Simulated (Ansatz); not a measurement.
Geometry optimisation, Ansatz 0.2.0, DFT PBEsol, scalar-relativistic, plane waves, PAW.

Input:

```yaml
crystal:
  lattice:
    - [5.543717, 0.0, 0.0]
    - [2.771859, 4.801, 0.0]
    - [0.0, 0.0, 16.526426]
  atoms:
    - { symbol: Pt, position: [0.1666667, 0.1666667, 0.0605092] }
    - { symbol: Pt, position: [0.6666667, 0.1666667, 0.0605092] }
    - { symbol: Pt, position: [0.1666667, 0.6666667, 0.0605092] }
    - { symbol: Pt, position: [0.6666667, 0.6666667, 0.0605092] }
    - { symbol: Pt, position: [-0.1666667, 0.3333333, 0.1974542] }
    - { symbol: Pt, position: [0.3333333, 0.3333333, 0.1974542] }
    - { symbol: Pt, position: [-0.1666667, 0.8333333, 0.1974542] }
    - { symbol: Pt, position: [0.3333333, 0.8333333, 0.1974542] }
    - { symbol: Pt, position: [0.0, 0.0, 0.3343993] }
    - { symbol: Pt, position: [0.5, 0.0, 0.3343993] }
    - { symbol: Pt, position: [0.0, 0.5, 0.3343993] }
    - { symbol: Pt, position: [0.5, 0.5, 0.3343993] }
    - { symbol: Ga, position: [0.1507799, 0.1636988, 0.4663093] }
basis:
  ecutwfc: 420.0
kpoints:
  mp_grid: { grid: [3, 3, 1] }
hamiltonian:
  xc: pbesol
scf:
  occupations: { method: fermi_dirac, width: 0.15 }
  lower_state_search: "off"
relax:
  f_tol: 0.08
  max_steps: 25
  adjacent_minimum: "off"
  constraints: [{ sites: [0, 1, 2, 3] }]
output:
  write_density: true
  write_potential: true
  elf: true
  volumetric_format: npy
```

Command:

```bash
$ ansatz run input.yaml --threads 4 --pin off --max-ram 10240MiB --backend cpu --events-out ev --progress --plain --runs-dir out
```

Q: Where does it end, and by what steps?

A: The run converged. Limits of this set-up: coarse k mesh, thin slab, slab without dipole correction. After 3 steps the energy has fallen by 0.239 eV; Ga13 moved furthest, 0.27 Å.

```csv
step,energy less start (eV),largest force component (eV/Å),accepted
0,0.0000,1.291,yes
1,-0.2234,0.341,yes
2,-0.2318,0.230,yes
3,-0.2386,0.004,yes
```

```xyz
13
Lattice="5.5437 0.0000 0.0000 2.7719 4.8010 0.0000 0.0000 0.0000 16.5264" Properties=species:S:1:pos:R:3
Pt 1.386 0.800 1.000
Pt 4.158 0.800 1.000
Pt 2.772 3.201 1.000
Pt 5.544 3.201 1.000
Pt 0.000 1.600 3.266
Pt 2.770 1.600 3.266
Pt 1.385 4.001 3.248
Pt 4.157 4.002 3.266
Pt -0.023 -0.013 5.567
Pt 2.793 -0.013 5.567
Pt 1.385 2.426 5.567
Pt 4.157 2.400 5.534
Ga 1.384 0.800 7.454
```

Whether the end is a true minimum wasn't checked by a vibrational analysis.

Run time: 29 s on 4 threads of Intel(R) Xeon(R) 6975P-C (Granite Rapids), with other jobs on the host, peak memory 1.7 GiB.
